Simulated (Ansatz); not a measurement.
Ansatz (a program for electronic structure) input (r2SCANh/def2-TZVPD):

Ansatz 0.2 input:
```yaml
crystal:
  periodic: [false, false, false]
  atoms:
    - {symbol: W, position_ang: [-0.00000000, -0.00000000, -0.02294293]}
    - {symbol: H, position_ang: [0.00000000, 0.00000000, 1.69777656]}
basis:
  gaussian:
    orbitals: def2-TZVPD
hamiltonian:
  xc: {name: r2SCANh}
magnetization: {spin_polarized: true, initial_magnetization: 5}
output: {forces: true}
```

Output:

```
Functional definition: r2SCANh
integrals: 0.01 GiB planned
397 factors; their error is unknown
mean field: 0.18 GiB planned
mean field evaluation 1: about -1837.2167 eV, gradient 1.5e1 eV
mean field evaluation 2: about -1837.2740 eV, gradient 1.7e1 eV
mean field evaluation 4: about -1838.6132 eV, gradient 3.8e-1 eV
mean field evaluation 8: about -1838.6180 eV, gradient 3.1e-2 eV
mean field evaluation 16: about -1838.6213 eV, gradient 2.1e-5 eV
mean field -1838.62125256 eV, -67.5680847693 hartree, gradient 2.1e-5 eV, S^2 8.777437; 0 other end points of the search recorded, 0 dependent functions left out
the calculation of the forces begins
reference -1838.62126739 eV, -67.5680853145 hartree; 10, 5 occupied and 42, 47 virtual orbitals, 397 factors
Total energy: -1838.62126739 eV, -67.5680853145 hartree
Atom 0 at    -0.000000    -0.000000    -0.022943 Å, force     0.000000     0.000000     0.095491 eV/Å
Atom 1 at     0.000000     0.000000     1.697777 Å, force    -0.000000    -0.000000    -0.095491 eV/Å
Dipole moment:     0.000000    -0.000000    -0.441160 e Å
```

The spin state was set by rule; other spins were not relaxed.
